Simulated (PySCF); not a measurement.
How the functional moves excitation energies

C₂H₇NOSi.
Structure used (PBE0-D3(BJ)/def2-SVP), in Å, numbered top down from 1:
```xyz
12
C2H7NOSi angstrom
C     -1.762   -1.048    0.511
O     -2.057    0.313    0.288
C     -1.062    1.107   -0.126
N      0.133    0.822   -0.354
Si     1.452   -0.266   -0.441
H     -0.996   -1.168    1.293
H     -1.403   -1.536   -0.409
H     -2.696   -1.521    0.837
H     -1.470    2.126   -0.248
H      1.173   -1.693   -0.058
H      2.529    0.236    0.463
H      1.956   -0.273   -1.847
```

Linear-response calculations in the def2-SVPD basis (PySCF; singlets by full response, triplets Tamm–Dancoff, core orbitals frozen in the response; HF means time-dependent Hartree–Fock). 'Strongest' is the level of largest summed f among the singlets computed (10 roots, of which the last may lack a degenerate partner); it can jump between rows when another state enters that window. S1 is the lowest singlet of each run and needn't be the same state throughout; f(S1) is that of one state. Isolated species at its PBE0-D3(BJ)/def2-SVP geometry (one conformer only).

```csv
functional,kind,S1 (eV),f(S1),strongest (eV),T1 (eV),HOMO (eV),gap (eV),"ionisation energy, ΔSCF (eV)"
LDA,LDA,4.63,0.003,6.35,4.30,-5.98,4.46,9.20
PBE,GGA,4.70,0.003,6.82,4.31,-5.85,4.56,9.02
B3LYP,"global hybrid, 20% exact exchange",4.91,0.003,6.91,4.50,-6.99,6.50,9.24
PBE0,"global hybrid, 25% exact exchange",4.97,0.003,7.06,4.52,-7.22,6.97,9.20
BHandHLYP,"global hybrid, 50% exact exchange",5.20,0.003,7.42,4.76,-8.53,9.44,9.17
CAM-B3LYP,range-separated hybrid,4.99,0.003,7.15,4.57,-8.60,9.53,9.33
wB97X-D,range-separated hybrid,5.02,0.002,7.20,4.64,-9.09,10.70,9.30
LC-wPBE,range-separated hybrid,5.03,0.002,7.34,4.57,-9.92,12.04,9.42
HF,Hartree–Fock,5.68,0.003,8.02,5.08,-10.62,12.98,not settled
```

S1 runs from 4.63 eV (LDA) to 5.68 eV (HF), a spread of 1.05 eV, while the orbital gap spreads over 8.5 eV. Along PBE (0%), B3LYP (20%), PBE0 (25%), BHandHLYP (50%), HF (100%) S1 rises with the share of exact exchange. −ε(HOMO) comes closest to its own ΔSCF ionisation energy with wB97X-D (-0.21 eV) and misses most with LDA (-3.22 eV). 'Not settled' means that the ion's SCF failed to converge or may have ended in another state than the lowest.
